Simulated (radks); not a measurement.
Species: the antimony ion Sb37+. Configuration: [Ne] 3s2 3p2. All-electron calculation, non-relativistic Kohn-Sham, TPSS, spin-polarised, spherical densities, point nucleus; open shells are filled with parallel spins first (spin-orbit coupling, left out, can overturn this in heavy ions); meta-GGA in the generalised Kohn-Sham scheme; relativity is left out, which matters for an element this heavy. Program: a radial shooting solver on a logarithmic mesh with Libxc functionals.

Normalised radial functions P(r) = r R(r), r in bohr:

r           2s up   2p up  3s down
0.001217   0.2707  0.0047   0.1356
0.001523   0.3333  0.0073   0.1670
0.00189    0.4059  0.0112   0.2033
0.002365   0.4953  0.0173   0.2480
0.002935   0.5965  0.0263   0.2987
0.003642   0.7130  0.0398   0.3569
0.004557   0.8492  0.0608   0.4249
0.005656   0.9927  0.0911   0.4964
0.007075   1.1477  0.1376   0.5734
0.008781   1.2926  0.2031   0.6447
0.0109     1.4162  0.2965   0.7045
0.01363    1.4966  0.4333   0.7409
0.01692    1.4951  0.6148   0.7340
0.02117    1.3703  0.8657   0.6615
0.02628    1.0905  1.1750   0.5074
0.03261    0.6236  1.5484   0.2556
0.0408    -0.0626  1.9837  -0.1073
0.05063   -0.8764  2.4074  -0.5231
0.06335   -1.7667  2.7768  -0.9424
0.07862   -2.5027  2.9743  -1.2115
0.09758   -2.9324  2.9314  -1.2027
0.1221    -2.9167  2.5933  -0.7843
0.1515    -2.4583  2.0285   0.0055
0.1895    -1.7005  1.3354   1.0159
0.2352    -0.9624  0.7355   1.8142
0.292     -0.4239  0.3206   2.1021
0.3653    -0.1312  0.0997   1.7722
0.4533    -0.0287  0.0222   1.1080
0.5672    -0.0036  0.0029   0.4808
0.7039    -0.0003  0.0002   0.1445
0.8736    0.0000  0.0000   0.0271

2s up: eigenvalue -6421.7 eV, 1 radial node at r = 0.0401 bohr, <r> = 0.127 bohr, 90 % of the charge inside 0.194 bohr. 2p up: eigenvalue -6172.7 eV, 0 radial nodes, <r> = 0.108 bohr, 90 % of the charge inside 0.174 bohr. 3s down: eigenvalue -2534.8 eV, 2 radial nodes at r = 0.0384, 0.151 bohr, <r> = 0.305 bohr, 90 % of the charge inside 0.441 bohr.
